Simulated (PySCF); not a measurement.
InHFBr, SMILES [InH]([Br])[F].

Coordinates come from a PBE0-D3(BJ)/def2-TZVP optimisation. The def2 effective core potentials stand for the cores of In; spin–orbit coupling is left out.

These are PySCF with B3LYP/def2-TZVPD values and carry that method's errors.

Symmetry labels are those of the subgroup Cs that the program uses (full group Cs).

Computed valence orbital energies around the gap with their symmetry:
```json
[
 {"orbital": "HOMO−7", "symmetry": "A'", "energy (eV)": "-20.56"},
 {"orbital": "HOMO−6", "symmetry": "A'", "energy (eV)": "-12.70"},
 {"orbital": "HOMO−5", "symmetry": "A'", "energy (eV)": "-10.57"},
 {"orbital": "HOMO−4", "symmetry": "A\"", "energy (eV)": "-10.34"},
 {"orbital": "HOMO−3", "symmetry": "A'", "energy (eV)": "-10.34"},
 {"orbital": "HOMO−2", "symmetry": "A'", "energy (eV)": "-9.27"},
 {"orbital": "HOMO−1", "symmetry": "A\"", "energy (eV)": "-8.55"},
 {"orbital": "HOMO", "symmetry": "A'", "energy (eV)": "-8.35"},
 {"orbital": "LUMO", "symmetry": "A'", "energy (eV)": "-2.29"},
 {"orbital": "LUMO+1", "symmetry": "A\"", "energy (eV)": "-2.22"},
 {"orbital": "LUMO+2", "symmetry": "A'", "energy (eV)": "-0.37"},
 {"orbital": "LUMO+3", "symmetry": "A'", "energy (eV)": "-0.05"}
]
```
